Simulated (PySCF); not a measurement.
Correlation energy of Ar⁺ (argon, charge +1)

[Ne] 3s2 3p5, 2P determinant. Calculation: PySCF 2.14, in aug-cc-pV(D+d)Z (5s4p3d, 32 functions); no relativity, point nucleus. Frozen: [Ne]; 7 electrons correlated.

MP2 pair energies summed by pair of shells (mhartree):

```json
{"pair": "3p-3p", "energy": "-85.28", "share (%)": "69.3"}
{"pair": "3s-3p", "energy": "-30.88", "share (%)": "25.1"}
{"pair": "3s-3s", "energy": "-6.97", "share (%)": "5.7"}
```

Total MP2 correlation energy: -123.13 mhartree.

Same-spin part -31.22 and opposite-spin part -91.91 mhartree; SCS-MP2 scales them by 1/3 and 6/5 to -120.70 mhartree.

| level | correlation energy (mhartree) |
| --- | --- |
| CCSD | -143.17 |
| (T) | -2.07 |
| CCSD(T) | -145.24 |

Diagnostics: T1 = 0.0058, D1 = 0.0207, largest double amplitude 0.047.

Cost of the coupled-cluster step: 0.51 s of wall time on 1 thread of Neoverse-N1 (shared host), for 7 correlated electrons.
